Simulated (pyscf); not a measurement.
## `[CH2]=[CH][SiH2]`, doublet

Gas-phase minimum from PySCF at ωB97X-D3(BJ)/def2-SVP, one conformer. Other isomers of H₂C=CH–SiH₂• were not searched in full and may lie lower. Despite the double bond drawn, Si3 is pyramidal.

SMILES: C=C[SiH2]
```xyz
8

C     -1.4404    -1.5255    -0.9304
C     -0.5891    -0.6613    -0.3498
Si     1.2315    -0.9703    -0.1953
H     -2.5197    -1.3379    -0.9728
H     -1.0908    -2.4560    -1.3941
H     -1.0055     0.2466     0.1071
H      1.6966    -1.9984    -1.1743
H      2.0434     0.2798    -0.2778
```
Charge 0, spin multiplicity 2.

Bonds (Å): C1–C2 1.345, C1–H4 1.096, C1–H5 1.097, C2–Si3 1.853, C2–H6 1.098, Si3–H7 1.494, Si3–H8 1.493. Angles (°): C2–C1–H4 122.0, C2–C1–H5 121.7, H4–C1–H5 116.3, C1–C2–Si3 123.4, C1–C2–H6 118.1, Si3–C2–H6 118.4, C2–Si3–H7 111.5, C2–Si3–H8 113.0, H7–Si3–H8 111.8.

Properties at ωB97X-D3(BJ)/def2-SVP:

```
Property                                                                                                                                                                                                                 Value
---------------------------------------------------------------------------------------------------------------------  -------------------------------------------------------------------------------------------------------
Harmonic wavenumbers, unscaled                                                                                         194, 277, 460, 628, 669, 727, 927, 986, 1019, 1039, 1283, 1419, 1654, 2228, 2248, 3149, 3177, 3246 cm⁻¹
Zero-point energy                                                                                                                                                                                                36.2 kcal/mol
Rotational symmetry number                                                                                                                                                                                                   1
Entropy of this conformer at 298 K and 1 atm, rigid rotor and harmonic oscillator, modes under 100 cm⁻¹ raised to 100                                                                                          287.1 J/(mol K)
Dipole moment                                                                                                                                                                                                           0.71 D
Spin expectation value S2                                                                                                                                                                                                0.763
```

Single-point totals, which compare only within one level (frozen core for MP2 and CC):

| level | total energy (hartree) |
|---|---|
| ωB97X-D3(BJ)/def2-TZVP | -368.73361 |
| PBE/def2-TZVP | -368.40692 |
| r²SCAN/def2-TZVP | -368.59336 |
| B3LYP-D3(BJ)/def2-TZVP | -368.70829 |
| PBE0-D3(BJ)/def2-TZVP | -368.45099 |
| M06-2X/def2-TZVP | -368.60465 |
| ωB97M-D3(BJ)/def2-TZVP | -368.72885 |
| UHF/def2-TZVPP | -367.55626 |
| MP2/def2-TZVPP | -367.97661 |
| CCSD/def2-TZVPP | -368.02344 |
| CCSD(T)/def2-TZVPP | -368.04369 |

Soft torsions are taken as harmonic, which can shift the entropy by several J/(mol K). The CCSD(T) − MP2 part came from Ansatz, without density fitting, on the same reference. A UHF reference is spin-contaminated (<S²> up to 0.91), which harms MP2 most.
